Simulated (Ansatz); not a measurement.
An input meant for Al8Si2⁻ (charge -1, doublet; with a point charge).

```yaml
crystal:
  periodic: [false, false, false]
  atoms:
    - {symbol: Al, position_ang: [-1.240302, -0.378256, -2.429583]}
    - {symbol: Al, position_ang: [-0.105245, -2.095975, -0.803396]}
    - {symbol: Al, position_ang: [0.908552, 0.393293, -0.624055]}
    - {symbol: Al, position_ang: [-1.901709, -0.169872, 0.328029]}
    - {symbol: Al, position_ang: [2.172939, -1.941497, 0.528601]}
    - {symbol: Al, position_ang: [-1.373562, 2.224697, -0.579480]}
    - {symbol: Al, position_ang: [-0.100510, -1.280141, 1.866282]}
    - {symbol: Al, position_ang: [-0.194373, 1.295057, 1.756052]}
    - {symbol: Si, position_ang: [0.142061, 1.868033, -2.390565]}
    - {symbol: Si, position_ang: [1.928991, -0.203429, 1.850096]}
basis:
  gaussian: {orbitals: ANO-RCC-VTZP, final_grid: {core_spheres: 5, valence_spheres: 4, degree: 11}, point_charges: [{charge: -1.00, position_ang: [5.506, -0.560, 0.261]}]}
total_charge: -1
magnetization: {spin_polarized: true, initial_magnetization: 1}
hamiltonian: {xc: {name: PBEsol}, dispersion: d3bj}
scf: {lower_state_search: light}
relax: {f_tol: 0.0001, max_steps: 1}
```

```sh
$ ansatz run in.yaml --threads 4 --pin off --events-out ev --progress --plain --max-ram 6963MiB
```

Output, abridged:

```
Functional definition: PBEsol
3506 factors; their error is unknown
mean field evaluation 1: about -68481.0439 eV, gradient 3.8e1 eV
mean field evaluation 2: about -68153.2679 eV, gradient 1.8e2 eV
mean field evaluation 4: about -68489.7616 eV, gradient 2.0e1 eV
mean field evaluation 8: about -68493.4532 eV, gradient 3.4e0 eV
mean field evaluation 16: about -68493.4879 eV, gradient 4.9e-2 eV
mean field evaluation 32: about -68493.4879 eV, gradient 8.5e-5 eV
mean field evaluation 64: about -68491.8555 eV, gradient 4.2e0 eV
mean field evaluation 96: about -68492.6108 eV, gradient 2.3e-1 eV
mean field -68493.48792323 eV, -2517.0892546250 hartree, gradient 1.2e-5 eV, S^2 0.765548; 10 other end points of the search recorded, 0 dependent functions left out
reference -68493.48798503 eV, -2517.0892568964 hartree; 67, 66 occupied and 273, 274 virtual orbitals, 3506 factors
relax step   1: F+E_penalty+E_count = -68493.96252418 eV  Δ(F+E_penalty+E_count) = +0.000e0 eV  max|allowed force component| = 3.182e0 eV/Å  Δτ_max = 0.0000 Å  (401 SCF iters, accepted)
Error: geometry relaxation did not converge after 1 steps: max|allowed force component| = 3.18e0 eV/Å (threshold 1.0e-4). Raise `relax.max_steps` over both its present limit and 1, loosen `relax.f_tol`, or start from a geometry closer to equilibrium. Where this run's directory can be resumed (`checkpoint.write`), a resume goes on for up to `relax.max_steps` more
```

In this input the relaxation is allowed too few steps for its threshold. The SCF steps converged, but the relaxation ran out of steps.
